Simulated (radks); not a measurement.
The nickel ion Ni8+, configuration [Ar] 3d2.

Calculated with a radial shooting solver on a logarithmic mesh with Libxc functionals: Dirac Kohn-Sham, PBE, spin-unpolarised, spherical densities, point nucleus; open shells fill j = l - 1/2 first.

Energy parts (eV):
total: -40778.060
kinetic: 41460.643
electron-nucleus: -94183.745
Hartree: 13506.837
exchange-correlation: -1561.796

Orbitals (lengths in bohr, moments of r in powers of bohr; r(max) is where P^2 peaks):
| orbital | occ. | eigenvalue (eV) | <r^4> | r(max) |
|---|---|---|---|---|
| 1s1/2 | 2 | -8398.692 | 0.00003987 | 0.03540 |
| 2s1/2 | 2 | -1174.669 | 0.008638 | 0.2046 |
| 2p1/2 | 2 | -1049.083 | 0.006277 | 0.1631 |
| 2p3/2 | 4 | -1031.611 | 0.006595 | 0.1658 |
| 3s1/2 | 2 | -282.4318 | 0.4550 | 0.6195 |
| 3p1/2 | 2 | -242.9682 | 0.5089 | 0.6135 |
| 3p3/2 | 4 | -240.2383 | 0.5280 | 0.6199 |
| 3d3/2 | 2 | -175.9476 | 0.6129 | 0.5519 |
| 3d5/2 | 0 | -175.5254 | 0.6188 | 0.5536 |

The highest occupied level is 3d3/2 at -175.95 eV. For comparison, the ionisation energy in NIST's Atomic Spectra Database is 193.2 eV (semi-empirical). In exact Kohn-Sham theory the highest level is minus the ionisation energy, but local and semilocal functionals leave it too shallow, through self-interaction and a potential that decays too fast; potentials with the right tail come closer.

Run on one thread of a shared host, so times are rough (Arm Neoverse V2): 0.07 s of CPU time, 0.07 s wall, 13 iterations on 2476 mesh points.

Beside tabulated values, note that spin-unpolarised runs miss the spin-polarisation part of the exchange energy of open shells.
